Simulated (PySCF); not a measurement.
The vertical singlet excitations below were computed for one of the candidates. Theory: PySCF, TDDFT PBE0/def2-SVPD, vertical, gas phase, core orbitals frozen in the response. Geometries: GFN2-xTB, one conformer each.

| state | E (eV) | f | main configurations (H = HOMO, L = LUMO) |
| --- | --- | --- | --- |
| S1 | 4.97 | 0.0010 | H→L (98%) |
| S2 | 6.35 | 0.028 | H→L+1 (83%), H→L+2 (15%) |
| S3 | 6.44 | 0.015 | H→L+2 (83%), H→L+1 (14%) |
| S4 | 6.89 | 0.029 | H-1→L (94%) |
| S5 | 7.12 | 0.025 | H→L+3 (79%), H→L+4 (17%) |
| S6 | 7.40 | 0.022 | H→L+4 (74%), H→L+3 (14%) |

Orbital energies (eV): HOMO-3 -10.00, HOMO-2 -9.23, HOMO-1 -8.42, HOMO -6.90, LUMO -0.16, LUMO+1 0.51, LUMO+2 0.86.

Task: Which candidate is it?
A. `Cc1nsc(F)n1`
B. `C[C@@H]1CS[C@@H]1F`
C. `C1CCCCC1`

Result: B. Its S1, at 4.97 eV, is the lowest among the candidates; the nearest of the others has S1 at 5.53 eV. S1 is HOMO→LUMO (98%). Löwdin shares by element: HOMO sulfur 71%, carbon 18% or more; LUMO sulfur 60%, carbon 25% or more (atoms not listed hold the other 15%). At the same level the other candidates give, for their lowest levels:
- `Cc1nsc(F)n1`: 5.53 eV (f 0.001); 5.74 eV (f 0.000); 5.87 eV (f 0.093); 6.50 eV (f 0.002); 6.60 eV (f 0.014); T1 4.05 eV; HOMO -7.89, LUMO -1.27 eV
- `C1CCCCC1`: 8.01 eV (f 0.000 summed over 2 states); 8.47 eV (f 0.000 summed over 2 states); 8.63 eV (f 0.002); 8.64 eV (f 0.000); 8.68 eV (f 0.070 summed over 2 states); T1 7.81 eV; HOMO -8.28, LUMO 0.84 eV
Triplets come from the Tamm–Dancoff approximation.
